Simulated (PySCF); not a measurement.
F2H4OSi2, SMILES O[Si](F)([SiH3])F. The structure is a stationary point at PBE-D3(BJ)/def2-SVP. The structure was generated by enumeration, and PubChem lists no compound with its InChIKey, so it may never have been made. The values are those of a single conformer.

All values below come from PBE-D3(BJ)/def2-SVP (PySCF).

Harmonic wavenumbers (cm⁻¹): 91, 119, 131, 190, 278, 297, 319, 466, 511, 511, 734, 809, 869, 889, 894, 912, 946, 2169, 2185, 2186, 3747. Rotational constants (GHz): 3.716, 2.030, 2.005; symmetry number 1.

Task: Work out the zero-point energy and the ideal-gas rigid-rotor harmonic-oscillator thermochemistry at 298.15 K and 1 atm.

Result: ZPE = ½ Σ hcν = ½ × 19254 cm⁻¹ = 115.17 kJ/mol. H − E(el) = 138.48 kJ/mol. Entropy in J/(mol K): translation 167.84, rotation 114.87, vibration 81.15, total 363.86. G − E(el) = 29.99 kJ/mol. Cp = 118.53 J/(mol K). Modes under 150 cm⁻¹ make the vibrational entropy uncertain.
